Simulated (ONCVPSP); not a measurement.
Before and after: ONCV potential for Ti (Z = 22)

* Element: Ti (Z = 22)
* Generator: ONCVPSP 4.0.1
* Type: optimised norm-conserving Vanderbilt (ONCV)
* Functional: revPBE
* Relativity: scalar-relativistic
* Frozen core: [Ne]
* Valence charge: 12
* Reference configuration: 3s2 3p6 3d2 4s1 (charge +1)
* Partial waves: 3s+4s: rc 1.40 bohr, ncon 5, nbas 9, qcut 10.5 1/bohr, 2 projectors; 3p: rc 1.35 bohr, ncon 4, nbas 9, qcut 10.3 1/bohr, 2 projectors, debl 3.4 Ha; 3d: rc 1.95 bohr, ncon 3, nbas 8, qcut 9.3 1/bohr, 2 projectors, debl 2.4 Ha
* Local potential: polynomial inside 1.20 bohr (lpopt 5, dvloc0 0 Ha)
* Core correction: none

Change: all radii scaled by about 1.29 (s 1.80, p 1.74, d 2.50 bohr); local potential polynomial inside 1.54 bohr (lpopt 5, dvloc0 0 Ha).

Cutoffs: the cutoffs (Ha) at which the residual kinetic energy of the hardest occupied pseudo-wave falls to 1 and 0.1 mHa per electron; they do not see the model core or the augmentation charge, which bear on the density cutoff. Errors are all-electron minus pseudo energies relative to the spin-unpolarised reference configuration.

Q: How do hardness, ghosts and transferability respond?

A: The potential gets softer (37 Ha and 43 Ha → 30 Ha and 36 Ha); of the 4 tests that both files solve, the error grows in 4 and shrinks in 0 by more than 15 % and 0.3 meV (median size 1.7 → 4.4 meV); neither file shows a bound ghost. A larger radius leaves more room for a smooth pseudo-wave, so fewer plane waves are needed. More of the atom is replaced by a form fitted at one configuration, so other configurations suffer.

| quantity | base | changed |
| --- | --- | --- |
| cutoff, loose | 37 Ha | 30 Ha |
| cutoff, tight | 43 Ha | 36 Ha |
| loose cutoff by channel | s 37 Ha, p 19 Ha, d 28 Ha | s 30 Ha, p 22 Ha, d 22 Ha |
| bound ghosts | none | none |
| GHOST(+) flags under 300 eV | none | none |
| error for 3s2 3p6 3d2 4s2, meV [ΔE -7.28 eV] | +1.0 | +1.3 |
| error for 3s2 3p6 3d2 4s0, meV [ΔE 13.43 eV] | -0.3 | -2.0 |
| error for 3s2 3p6 3d1 4s0, meV [ΔE 40.29 eV] | +72 | +170 |
| error for 3s2 3p6 3d2.5 4s1.5, meV [ΔE -6.92 eV] | +2.3 | +6.9 |
